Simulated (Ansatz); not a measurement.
# Molecular dynamics of Zn₁₂H

The input (input.yaml):

```yaml
accuracy: low
crystal:
  lattice:
    - [5.32, 0.0, 0.0]
    - [-3.99, 6.910883, 0.0]
    - [0.0, 0.0, 4.93696]
  atoms:
    - { symbol: Zn, position: [0.00433813, -0.04236213, -0.01795503] }
    - { symbol: Zn, position: [0.19052094, 0.27462583, 0.56836705] }
    - { symbol: Zn, position: [-0.04302538, 0.28215045, 0.01140309] }
    - { symbol: Zn, position: [0.14197469, 0.55161037, 0.37309348] }
    - { symbol: Zn, position: [-0.02130318, 0.65444118, -0.00911978] }
    - { symbol: Zn, position: [0.21515769, 0.86690271, 0.43518433] }
    - { symbol: Zn, position: [0.44255091, -0.03052129, -0.04833927] }
    - { symbol: Zn, position: [0.60484123, 0.20336827, 0.52506587] }
    - { symbol: Zn, position: [0.47137524, 0.30545312, 0.01012502] }
    - { symbol: Zn, position: [0.68124686, 0.55752075, 0.51216376] }
    - { symbol: Zn, position: [0.4563015, 0.6172998, 0.00859416] }
    - { symbol: Zn, position: [0.70450934, 0.8907624, 0.56259274] }
    - { symbol: H, position: [0.94917902, 1.05361663, 0.3453305] }
basis:
  ecutwfc: 420.0
kpoints:
  mp_grid: { grid: [3, 2, 3] }
hamiltonian:
  xc: pbe
scf:
  occupations: { method: fermi_dirac, width: 0.05 }
  lower_state_search: "off"
  max_iter: 56
md:
  timestep: 2.0
  n_steps: 200
  ensemble: nve
  temperature: 1260.0
  initial_velocities: maxwell_boltzmann
  seed: 19537
```

Run as:

```bash
$ ansatz run input.yaml --threads 2 --pin off --max-ram 5120MiB --backend cpu --events-out ev --progress --plain --runs-dir out
```

It goes on from the last frame of an earlier run, with new velocities.

Output, in part (step lines):

```
md step     0: t =     0.00 fs  T =  1260.0 K  F+E_penalty+E_count = -39841.52521446 eV  E_kin = 1.954411 eV  conserved = -39839.57080328 eV  (10 SCF iters)
md step     1: t =     2.00 fs  T =  1264.2 K  F+E_penalty+E_count = -39841.53201727 eV  E_kin = 1.960992 eV  conserved = -39839.57102551 eV  (8 SCF iters)
md step     2: t =     4.00 fs  T =  1270.0 K  F+E_penalty+E_count = -39841.54128091 eV  E_kin = 1.969969 eV  conserved = -39839.57131158 eV  (8 SCF iters)
md step     3: t =     6.00 fs  T =  1274.6 K  F+E_penalty+E_count = -39841.54868740 eV  E_kin = 1.977019 eV  conserved = -39839.57166889 eV  (9 SCF iters)
md step     4: t =     8.00 fs  T =  1274.9 K  F+E_penalty+E_count = -39841.54958161 eV  E_kin = 1.977550 eV  conserved = -39839.57203151 eV  (9 SCF iters)
md step     5: t =    10.00 fs  T =  1269.4 K  F+E_penalty+E_count = -39841.54090497 eV  E_kin = 1.969056 eV  conserved = -39839.57184852 eV  (6 SCF iters)
md step     6: t =    12.00 fs  T =  1262.7 K  F+E_penalty+E_count = -39841.52903986 eV  E_kin = 1.958524 eV  conserved = -39839.57051634 eV  (6 SCF iters)
md step     7: t =    14.00 fs  T =  1267.6 K  F+E_penalty+E_count = -39841.53548809 eV  E_kin = 1.966225 eV  conserved = -39839.56926339 eV  (7 SCF iters)
[... lines left out ...]
md step   199: t =   398.00 fs  T =  1243.3 K  F+E_penalty+E_count = -39841.50571598 eV  E_kin = 1.928580 eV  conserved = -39839.57713562 eV  (9 SCF iters)
md step   200: t =   400.00 fs  T =  1184.2 K  F+E_penalty+E_count = -39841.41231474 eV  E_kin = 1.836761 eV  conserved = -39839.57555348 eV  (10 SCF iters)
```

The steps, from the saved trajectory:

| time (fs) | T (K) | potential energy less start (eV) | conserved less start (meV/atom) |
| --- | --- | --- | --- |
| 0 | 1260 | 0.000 | 0.00 |
| 12 | 1263 | -0.004 | 0.02 |
| 24 | 1407 | -0.228 | -0.05 |
| 36 | 1471 | -0.327 | -0.05 |
| 48 | 1417 | -0.245 | -0.06 |
| 60 | 1221 | 0.061 | 0.01 |
| 72 | 1032 | 0.352 | -0.07 |
| 84 | 956 | 0.472 | -0.02 |
| 96 | 995 | 0.409 | -0.13 |
| 108 | 1212 | 0.072 | -0.19 |
| 120 | 1331 | -0.113 | -0.25 |
| 132 | 1278 | -0.032 | -0.33 |
| 144 | 928 | 0.515 | 0.03 |
| 156 | 811 | 0.695 | -0.07 |
| 168 | 915 | 0.533 | -0.11 |
| 180 | 1158 | 0.159 | 0.05 |
| 192 | 1373 | -0.179 | -0.35 |
| 204 | 1314 | -0.086 | -0.13 |
| 216 | 1150 | 0.170 | -0.05 |
| 228 | 1032 | 0.353 | -0.07 |
| 240 | 1074 | 0.289 | -0.03 |
| 252 | 1253 | 0.010 | -0.07 |
| 264 | 1426 | -0.258 | -0.08 |
| 276 | 1351 | -0.145 | -0.32 |
| 288 | 946 | 0.487 | -0.09 |
| 300 | 745 | 0.795 | -0.30 |
| 312 | 672 | 0.910 | -0.13 |
| 324 | 774 | 0.757 | 0.18 |
| 336 | 913 | 0.536 | -0.09 |
| 348 | 859 | 0.621 | -0.06 |
| 360 | 1216 | 0.067 | -0.05 |
| 372 | 1251 | 0.013 | -0.13 |
| 384 | 1308 | -0.083 | -0.67 |
| 396 | 1259 | -0.004 | -0.44 |

All steps were run. The conserved energy stayed within 0.76 meV per atom of its start (net change -0.37 meV per atom), so the integration is sound. A step of 2 fs is long for free X–H stretches (periods near 10 fs) and can bias their spread and the temperature. A run of 0.4 ps of so small a system gives no equilibrium averages. Limits of this set-up: coarse k mesh, odd electron count without spin, a small cell, in which the defect meets its images, a typed lattice constant that wasn't relaxed here, low accuracy level.

Mean squared displacements from the first frame to the last, about the centre of mass: Zn 0.39 Å², H 37.58 Å².

Last frame:

```xyz
13
Lattice="5.3200 0.0000 0.0000 -3.9900 6.9109 0.0000 0.0000 0.0000 4.9370" Properties=species:S:1:pos:R:3
Zn 0.280 -0.258 -0.130
Zn 0.249 1.945 2.956
Zn -1.528 1.566 0.228
Zn -1.443 3.925 2.016
Zn -2.678 3.798 -0.840
Zn -2.628 6.635 2.349
Zn 3.000 -0.684 0.354
Zn 2.857 1.778 2.615
Zn 1.446 1.762 0.345
Zn 1.030 4.473 2.186
Zn -0.153 4.147 -0.345
Zn -0.360 6.431 2.755
H -3.871 3.526 0.596
```

Run time: 31 min on 2 threads of Arm Neoverse V2, with other jobs on the host, peak memory 0.68 GiB.
